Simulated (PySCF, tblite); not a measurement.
Compound: C₇H₁₃FO.
Z-matrix (Å and degrees, GFN2-xTB geometry), rows numbered from 1:
```
C 
C   1  1.5270
C   2  1.5279  1  110.17
C   2  1.5340  1  111.79  3   121.66
C   4  1.5359  2  114.00  1    63.67
C   5  1.5329  4  110.84  2   177.37
C   5  1.4964  4  109.97  2    56.82
O   7  1.1802  5  130.08  4  -122.55
F   7  1.3678  5  111.28  4    58.23
H   1  1.0869  2  111.29  3   171.77
H   1  1.0884  2  110.44  3   -67.22
H   1  1.0873  2  110.04  3    52.29
H   2  1.0964  1  108.48  3  -118.43
H   3  1.0881  2  110.41  1    61.59
H   3  1.0871  2  110.49  1   -58.28
H   3  1.0876  2  110.73  1  -178.27
H   4  1.0922  2  108.81  1  -175.15
H   4  1.0921  2  109.23  1   -57.70
H   5  1.0929  4  110.34  2   -61.31
H   6  1.0877  5  110.68  4   179.34
H   6  1.0869  5  109.64  4    59.61
H   6  1.0875  5  110.47  4   -60.12
```

Method used: PBE0/pcSseg-1 in PySCF (dipole) on a GFN2-xTB geometry, gas phase.

Masses are those of the commonest isotopes; rigid-rotor values at the optimised geometry. The values belong to one conformer with, in the numbering `[CH3:1][CH:2]([CH3:3])[CH2:4][C@H:5]([CH3:6])[C:7](=[O:8])[F:9]`, C1–C2–C4–C5 64°, C2–C4–C5–C6 177°, C4–C5–C7–O8 -123°.

Question: Give the principal moments of inertia and the rotational constants in cm⁻¹.

Answer: Ia = 230.22, Ib = 495.05, Ic = 529.28 u·Å²; 505379 MHz·u·Å²/I gives 2195, 1021 and 954.8 MHz, that is A = 0.07322, B = 0.03405, C = 0.03185 cm⁻¹.

Question: Classify the top.

Answer: An asymmetric top; Ray's κ = -0.894.

Question: What does the inertial defect say?

Answer: Not planar: Δ = Ic − Ia − Ib = -195.99 u·Å². For a rigid frame Δ = −2 Σ m c², so Σ m c² = 98.00 u·Å² lies off the ab plane: 20.76 from hydrogen and 77.24 from heavier atoms. The atom farthest from that plane is 2.04 Å away.

Question: Give the coordinates in the principal-axis frame, origin at the centre of mass.

Answer: The sense of each axis is arbitrary; atoms in the order of the calculation.
```
atom  mass (u)   a (Å)   b (Å)   c (Å)
  C1    12.000  -2.107   0.553  -1.296
  C2    12.000  -1.639   0.246   0.125
  C3    12.000  -2.837  -0.081   1.015
  C4    12.000  -0.651  -0.927   0.157
  C5    12.000   0.664  -0.657  -0.590
  C6    12.000   1.621  -1.846  -0.457
  C7    12.000   1.326   0.564  -0.033
  O8    15.995   1.652   1.563  -0.570
  F9    18.998   1.575   0.428   1.305
 H10     1.008  -1.291   0.927  -1.908
 H11     1.008  -2.517  -0.340  -1.763
 H12     1.008  -2.884   1.314  -1.275
 H13     1.008  -1.143   1.136   0.528
 H14     1.008  -3.355  -0.964   0.646
 H15     1.008  -3.540   0.749   1.028
 H16     1.008  -2.517  -0.272   2.037
 H17     1.008  -0.416  -1.161   1.198
 H18     1.008  -1.123  -1.807  -0.285
 H19     1.008   0.467  -0.465  -1.647
 H20     1.008   2.547  -1.657  -0.996
 H21     1.008   1.156  -2.738  -0.870
 H22     1.008   1.857  -2.030   0.589
```

Question: Predict some low-J microwave lines.

Answer: The dipole components are |μa| = 1.56 D, |μb| = 2.60 D, |μc| = 0.55 D. The squared components, which scale the intensities, stand as 0.36 : 1.00 : 0.04 (a : b : c). Some lines, for components of 0.1 D or more:

| type | branch | J(Ka,Kc) | MHz | lower level (cm⁻¹) |
| --- | --- | --- | --- | --- |
| c | Q | 3(1,3) ← 3(0,3) | 1021 | 0.395 |
| c | Q | 2(1,2) ← 2(0,2) | 1111 | 0.198 |
| b | Q | 2(1,1) ← 2(0,2) | 1309 | 0.198 |
| b | Q | 3(1,2) ← 3(0,3) | 1417 | 0.395 |
| b | R | 2(0,2) ← 1(1,1) | 2774 | 0.105 |
| b | R | 1(1,1) ← 0(0,0) | 3150 | 0.000 |
| c | R | 1(1,0) ← 0(0,0) | 3216 | 0.000 |
| c | Q | 3(2,2) ← 3(1,2) | 3426 | 0.442 |
| b | Q | 3(2,1) ← 3(1,2) | 3439 | 0.442 |
| c | Q | 2(2,1) ← 2(1,1) | 3523 | 0.241 |
| b | Q | 2(2,0) ← 2(1,1) | 3526 | 0.241 |
| b | Q | 2(2,1) ← 2(1,2) | 3721 | 0.235 |
| a | R | 2(0,2) ← 1(0,1) | 3949 | 0.066 |
| a | R | 2(1,1) ← 1(1,0) | 4017 | 0.107 |
| b | R | 3(0,3) ← 2(1,2) | 4805 | 0.235 |
| a | R | 3(1,3) ← 2(1,2) | 5826 | 0.235 |
| a | R | 3(2,1) ← 2(2,0) | 5938 | 0.359 |
| c | Q | 3(3,1) ← 3(2,1) | 6025 | 0.557 |
| b | Q | 3(3,1) ← 3(2,2) | 6038 | 0.557 |
| b | R | 3(1,3) ← 2(0,2) | 6938 | 0.198 |
| b | R | 2(2,1) ← 1(1,0) | 7540 | 0.107 |
| c | R | 2(2,1) ← 1(1,1) | 7607 | 0.105 |
| b | R | 2(2,0) ← 1(1,1) | 7609 | 0.105 |
| c | R | 3(2,2) ← 2(1,2) | 9648 | 0.235 |
| b | R | 3(3,1) ← 2(2,0) | 11963 | 0.359 |

Question: Estimate the classical rotational partition function at 10 K, 25 K and 500 K.

Answer: Point group C1, symmetry number σ = 1; q = (√π/σ)·√((kT/h)³/(ABC)), k/h = 20836.6 MHz/K: 3640 at 10 K, 14400 at 25 K, 1290000 at 500 K.

Its GFN2-xTB frequencies are all real (lowest 30 cm⁻¹). Constants of a rigid frame at the computed geometry: no zero-point averaging, no centrifugal distortion. A rigid rotor knows nothing of internal rotation, which can split or shift real lines.
